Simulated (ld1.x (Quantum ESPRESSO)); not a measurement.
**u(r) = r·R(r): atom against pseudo-atom (Fe)**

Columns: radius, all-electron u(r) and pseudo u(r) of the 3s shell (level -91.06 eV) of iron in the configuration [Ne] 3s2 3p6 3d6.5 4s1.5 4p0; LDA (PZ), scalar-relativistic, PAW scheme, ld1.x (Quantum ESPRESSO) 7.5.

```json
{"r (bohr)": "0.082", "all-electron": "-0.0631", "pseudo": "0.3014"}
{"r (bohr)": "0.165", "all-electron": "-0.6424", "pseudo": "0.5896"}
{"r (bohr)": "0.248", "all-electron": "-0.4800", "pseudo": "0.8452"}
{"r (bohr)": "0.330", "all-electron": "0.0133", "pseudo": "1.0533"}
{"r (bohr)": "0.413", "all-electron": "0.5228", "pseudo": "1.2102"}
{"r (bohr)": "0.495", "all-electron": "0.9005", "pseudo": "1.3082"}
{"r (bohr)": "0.578", "all-electron": "1.1294", "pseudo": "1.3500"}
{"r (bohr)": "0.660", "all-electron": "1.2256", "pseudo": "1.3394"}
{"r (bohr)": "0.742", "all-electron": "1.2276", "pseudo": "1.2855"}
{"r (bohr)": "0.825", "all-electron": "1.1674", "pseudo": "1.1972"}
{"r (bohr)": "0.908", "all-electron": "1.0713", "pseudo": "1.0870"}
{"r (bohr)": "0.990", "all-electron": "0.9600", "pseudo": "0.9677"}
{"r (bohr)": "1.072", "all-electron": "0.8448", "pseudo": "0.8476"}
{"r (bohr)": "1.155", "all-electron": "0.7319", "pseudo": "0.7323"}
{"r (bohr)": "1.238", "all-electron": "0.6272", "pseudo": "0.6272"}
{"r (bohr)": "1.320", "all-electron": "0.5339", "pseudo": "0.5339"}
{"r (bohr)": "1.402", "all-electron": "0.4514", "pseudo": "0.4514"}
{"r (bohr)": "1.485", "all-electron": "0.3788", "pseudo": "0.3788"}
{"r (bohr)": "1.568", "all-electron": "0.3164", "pseudo": "0.3164"}
{"r (bohr)": "1.650", "all-electron": "0.2638", "pseudo": "0.2638"}
{"r (bohr)": "1.733", "all-electron": "0.2188", "pseudo": "0.2188"}
{"r (bohr)": "1.815", "all-electron": "0.1814", "pseudo": "0.1814"}
{"r (bohr)": "1.898", "all-electron": "0.1497", "pseudo": "0.1497"}
{"r (bohr)": "1.980", "all-electron": "0.1236", "pseudo": "0.1236"}
{"r (bohr)": "2.062", "all-electron": "0.1019", "pseudo": "0.1019"}
{"r (bohr)": "2.145", "all-electron": "0.0836", "pseudo": "0.0836"}
```

(1) How many radial nodes do the two functions have?

(2) At about which radius was the pseudo-wave matched?

(3) Where does each function peak?

(4) Is the pseudo-wave norm-conserving?

## Answers

(1) The all-electron 3s function has n − l − 1 = 2 (the table is too coarse to show those close to the nucleus); the pseudo-wave has 0, since the states of the same l below it are removed with the core.

(2) 1.25 bohr. The columns agree to 0.0005 from 1.16 bohr on; several derivatives are matched, so the curves merge somewhat inside the radius.

(3) Outermost all-electron maximum near 0.74 bohr, pseudo maximum near 0.58 bohr (to the table’s step).

(4) No, it belongs to a PAW set: the norm inside the radius is not constrained, and the difference is carried by the augmentation charge.
